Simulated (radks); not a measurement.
Question: Isoelectronic series with 6 electrons, each ion in its NIST ground configuration. Method: scalar-relativistic Kohn-Sham, PBE, spin-polarised, spherical densities, finite nucleus; open shells are filled with parallel spins first (spin-orbit coupling, left out, can overturn this in heavy ions); Fermi nuclear charge, rms radius of each element as measured or else 0.836 A^(1/3) + 0.57 fm; computed with a radial shooting solver on a logarithmic mesh with Libxc functionals. Total energies (hartree) and orbital eigenvalues (eV) (* marks an orbital that is empty in some or all of the ions):

ion,configuration,E (hartree),2p down*,2p up,2s down,2s up,1s down
C,[He] 2s2 2p2,-37.81029,-3.6080,-6.0954,-11.8820,-14.6416,-272.3348
O2+,[He] 2s2 2p2,-73.25078,-40.3078,-45.0849,-55.4189,-60.1297,-556.2291
Ne4+,[He] 2s2 2p2,-120.76959,-104.9815,-111.9988,-127.0077,-133.5630,-950.4007
Mg6+,[He] 2s2 2p2,-180.38052,-197.1561,-206.4069,-226.2032,-234.5715,-1454.473
Si8+,[He] 2s2 2p2,-252.11698,-316.7416,-328.2248,-352.9759,-363.1453,-2068.611
S10+,[He] 2s2 2p2,-336.02331,-463.7343,-477.4506,-507.3973,-519.3639,-2793.160
Ca14+,[He] 2s2 2p2,-540.56795,-840.0934,-858.2810,-899.7022,-915.2672,-4575.411
Ti16+,[He] 2s2 2p2,-661.33900,-1069.583,-1090.010,-1137.924,-1155.295,-5634.300
Cr18+,[He] 2s2 2p2,-794.54550,-1326.719,-1349.388,-1404.466,-1423.650,-6805.966
Fe20+,[He] 2s2 2p2,-940.27561,-1611.595,-1636.510,-1699.567,-1720.571,-8091.216
Ni22+,[He] 2s2 2p2,-1098.62689,-1924.317,-1951.481,-2023.493,-2046.326,-9490.945
Zn24+,[He] 2s2 2p2,-1269.70566,-2265.002,-2294.420,-2376.539,-2401.211,-11006.13
Ge26+,[He] 2s2 2p2,-1453.62873,-2633.776,-2665.452,-2759.028,-2785.552,-12637.85
Se28+,[He] 2s2 2p2,-1650.52349,-3030.779,-3064.718,-3171.318,-3199.705,-14387.29
Kr30+,[He] 2s2 2p2,-1860.52722,-3456.158,-3492.365,-3613.793,-3644.057,-16255.72
Sr32+,[He] 2s2 2p2,-2083.78859,-3910.072,-3948.553,-4086.874,-4119.029,-18244.53
Zr34+,[He] 2s2 2p2,-2320.46763,-4392.692,-4433.453,-4591.015,-4625.077,-20355.19
Mo36+,[He] 2s2 2p2,-2570.73469,-4904.198,-4947.245,-5126.706,-5162.691,-22589.30
Ru38+,[He] 2s2 2p2,-2834.77836,-5444.782,-5490.122,-5694.481,-5732.407,-24948.62
Pd40+,[He] 2s2 2p2,-3112.79716,-6014.646,-6062.286,-6294.912,-6334.798,-27435.02

Estimate the row of Ar12+ ([He] 2s2 2p2).

Answer: E (hartree) -432.15292; 2p down* -638.1669; 2p up -654.1178; 2s down -689.5878; 2s up -703.3520; 1s down -3628.576.
